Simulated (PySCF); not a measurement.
Compound: B₃H₆N₃.
InChI=1S/B3H6N3/c1-4-2-6-3-5-1/h1-6H

The closed-shell ground state was solved at several levels (PySCF, density fitting, gas phase, non-relativistic). Isolated species at its GFN2-xTB geometry, gas phase. The dipole stays under 0.02 D at every level.

```tsv
level	basis functions	total energy (Eh)	HOMO (eV)	LUMO (eV)	gap (eV)
wB97X-D/def2-SVPD	168	-242.4310	-10.07	1.88	11.95
PBE0/pcSseg-1	132	-242.3411	-8.15	0.50	8.65
```

(1) What might B3LYP/pcJ-1 (222 basis functions) give for the same quantities?

(2) Over all these levels, which gives the widest orbital gap and which the narrowest?

Answers

(1) Total energy -242.6955 Eh, HOMO -7.86 eV, LUMO 0.31 eV, gap 8.17 eV.

(2) wB97X-D/def2-SVPD (range-separated hybrid) has the widest, 11.95 eV, and B3LYP/pcJ-1 (global hybrid, 20 % exact exchange) the narrowest, 8.17 eV. Functional and basis both differ between the two, so the spread mixes both effects.

wB97X-D is run here without its empirical dispersion term; that term would change no orbital, density or response property at a fixed geometry.
